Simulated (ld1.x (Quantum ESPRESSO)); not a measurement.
Logarithmic derivatives: H (Z = 1), TM

ld1.x (Quantum ESPRESSO) 7.5 input, shortened:

```
&input
   title='H', zed=1., rel=1, dft='PBE', iswitch=3,
   config='1s1 2p-2'
 /
 &inputp
   pseudotype=2, tm=.true., lloc=0,
   nlcc=.false.
 /
2
2P  2  1  -2.00   0.20  0.75  0.75  0.0
1S  1  0   1.00   0.00  0.90  0.90  0.0
 &test
   configts(1)='1s1'
 /
```

The phase is arctan(r·u′/u) with u = r·R(r), unwrapped; energies in Ry, scanned from -2 to 5 Ry. A pole is an energy at which the radial function vanishes at the test radius. The pseudo phase is shifted by a multiple of π to meet the all-electron one at the reference energy, and phase errors are pseudo minus all-electron; the curves can meet again beyond the range given. Levels narrower than the energy grid can be missing from the lists of poles.

```csv
channel,radius (bohr),reference energy (Ry),"poles, all-electron","poles, pseudo",unbroken range about the reference energy with phases within 0.05 rad,phase error 1 Ry above the reference energy (rad)
s,0.99,-0.48,none,none,the whole range,+0.001
p,0.99,0.20,none,none,the whole range,-0.000
```

Phases in the p channel:

| E (Ry) | all-electron | pseudo |
| --- | --- | --- |
| -2.00 | 1.111 | 1.111 |
| -1.76 | 1.102 | 1.102 |
| -1.52 | 1.091 | 1.091 |
| -1.28 | 1.081 | 1.081 |
| -1.04 | 1.069 | 1.069 |
| -0.80 | 1.057 | 1.057 |
| -0.56 | 1.044 | 1.044 |
| -0.32 | 1.030 | 1.030 |
| -0.08 | 1.016 | 1.016 |
| 0.16 | 1.000 | 1.000 |
| 0.40 | 0.983 | 0.983 |
| 0.64 | 0.965 | 0.965 |
| 0.88 | 0.946 | 0.946 |
| 1.12 | 0.925 | 0.925 |
| 1.36 | 0.903 | 0.903 |
| 1.60 | 0.879 | 0.878 |
| 1.84 | 0.852 | 0.852 |
| 2.08 | 0.824 | 0.824 |
| 2.32 | 0.793 | 0.792 |
| 2.56 | 0.759 | 0.758 |
| 2.80 | 0.722 | 0.721 |
| 3.04 | 0.682 | 0.681 |
| 3.28 | 0.638 | 0.636 |
| 3.52 | 0.589 | 0.587 |
| 3.76 | 0.536 | 0.534 |
| 4.00 | 0.478 | 0.475 |
| 4.24 | 0.415 | 0.411 |
| 4.48 | 0.346 | 0.341 |
| 4.72 | 0.271 | 0.265 |
| 4.96 | 0.192 | 0.184 |
